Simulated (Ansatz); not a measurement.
Born–Oppenheimer molecular dynamics of H5O2PZn (9 atoms, charge 0, multiplicity 1). It starts at the highest image of a converged band. Of that band: Beside the main top the profile has a ripple of under 15 meV (maxima at images 2, 7), which may be a very shallow well or noise. A vibrational analysis at the climbing image gives one clearly imaginary mode, 897i cm⁻¹: a first-order saddle point.

Theory: RKS PBE-D4/def2-SVP (Ansatz).

| Property | Result |
| --- | --- |
| ensemble | NVE (velocity Verlet) |
| time step | 0.5 fs |
| steps asked | 200 |
| starting velocities drawn for | 100 K |
| seed | 11010 |

First frame:

```xyz
9
Properties=species:S:1:pos:R:3
Zn 0.314 -0.261 0.075
O 0.022 0.323 1.885
H -0.667 -0.160 2.387
O -0.262 -0.431 -1.620
H 0.435 -0.832 -2.172
P 2.645 -0.953 1.311
H 2.086 -2.019 0.507
H 2.815 -0.082 0.167
H 1.212 -0.277 1.930
```

(1) How far do the bonds stretch over the last three quarters of this one trajectory? (Pairs bonded in most of those frames.)

## Answers

(1) 
| bond | mean (Å) | spread (Å) | shortest | longest |
| --- | --- | --- | --- | --- |
| Zn1–O2 | 1.805 | 0.027 | 1.77 | 1.88 |
| Zn1–O4 | 1.800 | 0.014 | 1.78 | 1.82 |
| O2–H3 | 0.977 | 0.006 | 0.97 | 0.99 |
| O4–H5 | 0.975 | 0.008 | 0.96 | 0.99 |
| P6–H7 | 1.453 | 0.013 | 1.43 | 1.47 |
| P6–H8 | 1.444 | 0.013 | 1.42 | 1.46 |
| P6–H9 | 1.453 | 0.044 | 1.38 | 1.56 |

Mean temperature of the second half: 397 K. The conserved energy stayed within 0.038 meV per atom of its start (net change 0.014 meV per atom), so the integration is sound. The kinetic energy rose, since the run started high on the potential surface and went downhill. It ends in pieces (H2O2Zn + H3P), so much of that is their flight and rotation, not heat. A run of 0.1 ps of so small a system gives no equilibrium averages. The orbitals stay closed-shell, which can raise the energy where a bond breaks towards radicals; this wasn't checked here.

The run took 6.5 min on 2 threads of Arm Neoverse V1, on a shared host, peak memory 0.15 GiB.
